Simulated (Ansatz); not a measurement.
Geometry optimisation, RKS PBE/def2-SVP in Ansatz 0.2.0.

Input file:

```yaml
crystal:
  periodic: [false, false, false]
  atoms:
    - { symbol: Ta, position_ang: [-0.41646, -0.455093, 0.311605] }
    - { symbol: Cl, position_ang: [3.083742, 0.639464, 0.312893] }
    - { symbol: F, position_ang: [0.135385, 0.055378, 2.053674] }
    - { symbol: F, position_ang: [0.229159, -0.596105, -1.454587] }
    - { symbol: O, position_ang: [-0.92881, 1.344926, 0.032478] }
    - { symbol: H, position_ang: [-0.711709, 2.213196, 0.420849] }
    - { symbol: O, position_ang: [-2.103732, -1.280508, 0.382956] }
    - { symbol: H, position_ang: [-2.255597, -2.234866, 0.507077] }
    - { symbol: Br, position_ang: [0.981522, -2.629024, 0.807717] }
    - { symbol: H, position_ang: [2.880101, -0.654269, 0.609839] }
basis:
  gaussian: { orbitals: def2-SVP }
hamiltonian:
  xc: pbe
relax:
  f_tol: 0.03
  max_steps: 50
```

Run as:

```bash
$ ansatz run input.yaml --threads 4 --pin off --max-ram 5120MiB --backend cpu --events-out ev --progress --plain --runs-dir out
```

Q: Where does it end, and by what steps?

A: The forces met the threshold. After 14 steps the energy has fallen by 0.114 eV; Cl2 moved furthest, 0.56 Å. Joined: Ta1–Cl2 (3.67 → 3.00 Å).

```json
{"step": "0", "energy less start (eV)": "0.0000", "largest force component (eV/Å)": "0.911", "accepted": "yes"}
{"step": "1", "energy less start (eV)": "-0.0448", "largest force component (eV/Å)": "0.583", "accepted": "yes"}
{"step": "2", "energy less start (eV)": "-0.0724", "largest force component (eV/Å)": "0.505", "accepted": "yes"}
{"step": "3", "energy less start (eV)": "-0.0810", "largest force component (eV/Å)": "0.513", "accepted": "yes"}
{"step": "4", "energy less start (eV)": "-0.0947", "largest force component (eV/Å)": "0.425", "accepted": "yes"}
{"step": "5", "energy less start (eV)": "-0.0894", "largest force component (eV/Å)": "0.586", "accepted": "no"}
{"step": "6", "energy less start (eV)": "-0.1097", "largest force component (eV/Å)": "0.109", "accepted": "yes"}
{"step": "7", "energy less start (eV)": "-0.1111", "largest force component (eV/Å)": "0.068", "accepted": "yes"}
{"step": "8", "energy less start (eV)": "-0.1124", "largest force component (eV/Å)": "0.051", "accepted": "yes"}
{"step": "9", "energy less start (eV)": "-0.1123", "largest force component (eV/Å)": "0.073", "accepted": "no"}
{"step": "10", "energy less start (eV)": "-0.1130", "largest force component (eV/Å)": "0.040", "accepted": "yes"}
{"step": "11", "energy less start (eV)": "-0.1134", "largest force component (eV/Å)": "0.050", "accepted": "yes"}
{"step": "12", "energy less start (eV)": "-0.1135", "largest force component (eV/Å)": "0.042", "accepted": "yes"}
{"step": "13", "energy less start (eV)": "-0.1136", "largest force component (eV/Å)": "0.039", "accepted": "yes"}
{"step": "14", "energy less start (eV)": "-0.1137", "largest force component (eV/Å)": "0.017", "accepted": "yes"}
```

```xyz
10
Properties=species:S:1:pos:R:3
Ta -0.275 -0.443 0.353
Cl 2.532 0.611 0.255
F 0.071 0.004 2.176
F 0.213 -0.713 -1.464
O -0.743 1.368 0.037
H -0.534 2.232 0.432
O -1.965 -1.256 0.425
H -2.247 -2.186 0.366
Br 1.189 -2.535 0.859
H 2.653 -0.678 0.547
```

Whether the end is a true minimum wasn't checked by a vibrational analysis.

Run time: 27 s on 4 threads of Intel(R) Xeon(R) Platinum 8488C (Sapphire Rapids), on a shared host, peak memory 0.26 GiB.
